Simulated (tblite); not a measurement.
Input of a run (GFN2-xTB geometry optimisation, gas phase (tblite 0.8.0)), started from a force field or distance geometry:
```
{"job": {"kind": "relax", "xc": "GFN2-xTB", "basis": "xTB"}, "charge": 0, "multiplicity": 1}
C      2.813300    -0.018000     0.639600
C      1.422300    -0.287000     0.062300
S      1.237300    -1.485500    -0.737100
C      0.352000     0.673600     0.365100
C     -0.992600     0.410700    -0.163400
C     -1.165400     0.332400    -1.644600
Si    -1.890500    -1.004600     0.666900
Cl    -1.951400     1.868600     0.301000
H      3.239600    -0.953500     1.063700
H      3.483000     0.301500    -0.170600
H      2.770100     0.818700     1.374400
H      0.258900     0.659100     1.497100
H      0.691300     1.708700     0.132800
H     -1.153700     1.377400    -2.042600
H     -0.446300    -0.232800    -2.212300
H     -2.174600    -0.086500    -1.897300
H     -2.643300    -0.470200     1.823100
H     -2.885500    -1.581900    -0.266400
H     -0.974200    -2.021500     1.201100
```

Output (eV, eV/Å):
```
step      E/eV     max force
  0    -701.38921   12.002
  1    -702.00428    6.185
  2    -702.38188    3.002
  3    -702.49190    1.441
  4    -702.51923    0.361
  5    -702.53715    0.371
  6    -702.56451    0.428
  7    -702.57367    0.320
  8    -702.58514    0.226
  9    -702.59345    0.312
 10    -702.60251    0.295
 11    -702.61064    0.226
 12    -702.61821    0.211
 13    -702.62400    0.237
 14    -702.62878    0.221
 15    -702.63355    0.155
 16    -702.63888    0.158
 17    -702.64451    0.205
 18    -702.64956    0.205
 19    -702.65334    0.126
 20    -702.65601    0.138
 21    -702.65813    0.125
 22    -702.66004    0.094
 23    -702.66182    0.108
 24    -702.66336    0.092
 25    -702.66472    0.098
 26    -702.66610    0.094
 27    -702.66776    0.086
 28    -702.66987    0.105
 29    -702.67224    0.104
 30    -702.67424    0.095
 31    -702.67574    0.088
 32    -702.67713    0.088
 33    -702.67835    0.085
 34    -702.67922    0.077
 35    -702.67976    0.055
 36    -702.68015    0.050
 37    -702.68057    0.066
 38    -702.68112    0.080
 39    -702.68173    0.072
 40    -702.68221    0.052
 41    -702.68260    0.060
 42    -702.68297    0.064
 43    -702.68341    0.046
 44    -702.68366    0.038
 45    -702.68396    0.040
 46    -702.68432    0.075
 47    -702.68485    0.094
 48    -702.68541    0.073
 49    -702.68584    0.038
 50    -702.68612    0.035
 51    -702.68638    0.045
 52    -702.68665    0.046
 53    -702.68689    0.036
 54    -702.68707    0.026
 55    -702.68724    0.040
 56    -702.68743    0.045
 57    -702.68762    0.032
 58    -702.68776    0.026
 59    -702.68787    0.027
 60    -702.68798    0.032
 61    -702.68809    0.024
 62    -702.68821    0.027
 63    -702.68832    0.028
 64    -702.68843    0.032
 65    -702.68852    0.022
 66    -702.68859    0.018
 67    -702.68865    0.018
 68    -702.68875    0.035
 69    -702.68890    0.044
 70    -702.68907    0.039
 71    -702.68924    0.026
 72    -702.68937    0.029
 73    -702.68951    0.031
 74    -702.68970    0.034
 75    -702.68994    0.036
 76    -702.69016    0.033
 77    -702.69032    0.035
 78    -702.69049    0.035
 79    -702.69066    0.033
 80    -702.69083    0.031
 81    -702.69103    0.031
 82    -702.69129    0.039
 83    -702.69163    0.048
 84    -702.69206    0.043
 85    -702.69251    0.044
 86    -702.69252    0.085
 87    -702.69310    0.065
 88    -702.69334    0.050
 89    -702.69395    0.041
 90    -702.69418    0.045
 91    -702.69470    0.056
 92    -702.69518    0.051
 93    -702.69584    0.051
 94    -702.69650    0.057
 95    -702.69713    0.074
 96    -702.69745    0.077
 97    -702.69825    0.076
 98    -702.69896    0.065
 99    -702.70053    0.071
100    -702.70160    0.062
101    -702.70080    0.245
102    -702.70342    0.101
103    -702.70408    0.049
104    -702.70467    0.104
105    -702.70520    0.053
106    -702.70588    0.040
107    -702.70646    0.039
108    -702.70690    0.051
109    -702.70728    0.052
110    -702.70790    0.041
111    -702.70842    0.039
112    -702.70877    0.046
113    -702.70903    0.044
114    -702.70932    0.045
115    -702.70970    0.046
116    -702.71023    0.048
117    -702.71065    0.048
118    -702.71101    0.050
119    -702.71148    0.050
120    -702.71205    0.060
121    -702.71264    0.065
122    -702.71308    0.088
123    -702.71368    0.065
124    -702.71437    0.064
125    -702.71555    0.074
126    -702.71694    0.101
127    -702.71815    0.116
128    -702.71944    0.087
129    -702.72067    0.082
130    -702.72175    0.096
131    -702.72314    0.086
132    -702.72580    0.141
133    -702.72806    0.141
134    -702.73030    0.106
135    -702.73247    0.086
136    -702.73388    0.094
137    -702.73544    0.108
138    -702.73641    0.152
139    -702.73773    0.158
140    -702.73894    0.062
141    -702.74008    0.066
142    -702.74180    0.071
143    -702.74357    0.130
144    -702.74495    0.084
145    -702.74624    0.107
146    -702.74826    0.084
147    -702.74970    0.210
148    -702.75370    0.147
149    -702.75663    0.114
150    -702.76038    0.150
151    -702.76223    0.142
152    -702.76581    0.185
153    -702.76906    0.189
154    -702.77093    0.172
155    -702.77366    0.124
156    -702.77649    0.146
157    -702.77868    0.150
158    -702.78053    0.137
159    -702.78223    0.169
160    -702.78341    0.126
161    -702.78538    0.072
162    -702.78675    0.122
163    -702.78767    0.086
164    -702.78858    0.054
165    -702.78937    0.045
166    -702.78999    0.037
167    -702.79038    0.034
168    -702.79065    0.034
169    -702.79087    0.041
170    -702.79107    0.031
171    -702.79131    0.029
172    -702.79155    0.026
173    -702.79175    0.028
174    -702.79188    0.018
175    -702.79199    0.020
176    -702.79208    0.020
177    -702.79218    0.020
178    -702.79229    0.018
179    -702.79240    0.021
180    -702.79253    0.026
181    -702.79266    0.024
182    -702.79280    0.025
183    -702.79292    0.024
184    -702.79304    0.020
185    -702.79313    0.018
186    -702.79321    0.020
187    -702.79328    0.019
188    -702.79334    0.017
189    -702.79339    0.015
190    -702.79343    0.015
191    -702.79347    0.016
192    -702.79350    0.014
193    -702.79355    0.014
194    -702.79361    0.017
195    -702.79369    0.021
196    -702.79377    0.025
197    -702.79384    0.021
198    -702.79392    0.020
199    -702.79402    0.026
200    -702.79415    0.027
201    -702.79432    0.027
202    -702.79448    0.029
203    -702.79463    0.028
204    -702.79477    0.029
205    -702.79494    0.037
206    -702.79516    0.046
207    -702.79542    0.045
208    -702.79568    0.049
209    -702.79590    0.046
210    -702.79583    0.081
211    -702.79627    0.038
212    -702.79645    0.029
213    -702.79699    0.037
214    -702.79714    0.040
215    -702.79741    0.035
216    -702.79762    0.025
217    -702.79779    0.031
218    -702.79791    0.042
219    -702.79802    0.026
220    -702.79814    0.023
221    -702.79828    0.020
222    -702.79837    0.022
223    -702.79847    0.021
224    -702.79856    0.021
225    -702.79868    0.021
226    -702.79881    0.027
227    -702.79901    0.032
228    -702.79923    0.034
229    -702.79945    0.030
230    -702.79959    0.046
231    -702.79973    0.024
232    -702.79982    0.022
233    -702.79992    0.029
234    -702.79998    0.017
235    -702.80005    0.019
236    -702.80011    0.018
237    -702.80021    0.021
238    -702.80039    0.033
239    -702.80059    0.041
240    -702.79330    0.466
241    -702.80077    0.027
242    -702.80088    0.027
243    -702.80136    0.072
244    -702.80161    0.087
245    -702.80087    0.267
246    -702.80218    0.060
247    -702.80264    0.047
248    -702.80317    0.073
249    -702.80207    0.246
250    -702.80382    0.049
251    -702.80423    0.050
252    -702.80106    0.365
253    -702.80520    0.039
254    -702.80569    0.041
255    -702.80664    0.148
256    -702.80724    0.037
257    -702.80773    0.053
258    -702.80804    0.078
259    -702.80871    0.042
260    -702.80887    0.021
261    -702.80895    0.027
262    -702.80904    0.014
263    -702.80912    0.012
264    -702.80914    0.008
```

Question: Summarise the run.

Answer: The energy falls by 1.420 eV over 264 L-BFGS steps, the largest force on an atom goes from 12.00 to 0.008 eV/Å, and the atoms move by 0.888 Å rms after alignment. The bond that changes most is C2=S3 (thiocarbonyl carbon to thiocarbonyl sulfur), which lengthens by 0.173 Å. Bonds longer at the end by more than 0.005 Å: 6 of 18; shorter: 11. Among the angles that change most is C5–C6–H15, from 118.2° to 109.4°. Among the dihedrals that turn most is C6–C5–Si7–H19, from 108° to 40°. The energy rose by more than 1e-5 eV at steps 101, 210, 240, 245, 249 and 252. The first step brought 43 % of the lowering.

Question: What are the final bond lengths?

Answer: C1–C2 1.486 Å, C2=S3 1.625 Å, C2–C4 1.493 Å, C4–C5 1.534 Å, C5–C6 1.516 Å, C5–Si7 1.930 Å, C5–Cl8 1.811 Å, C1–H9 1.087 Å, C1–H10 1.091 Å, C1–H11 1.091 Å, C4–H12 1.094 Å, C4–H13 1.094 Å, C6–H14 1.091 Å, C6–H15 1.089 Å, C6–H16 1.087 Å, Si7–H17 1.456 Å, Si7–H18 1.464 Å, Si7–H19 1.458 Å. Numbering counts from 1 in the input's order; the species is `CC(=S)C[C@@](C)([SiH3])Cl`.

Its GFN2-xTB frequencies are all real (lowest 33 cm⁻¹). One conformer, not necessarily the lowest. 3 starts were optimised and ended at 0.00, 0.15 and 0.16 kcal/mol (GFN2-xTB); the lowest of these is shown.

These are computed values.
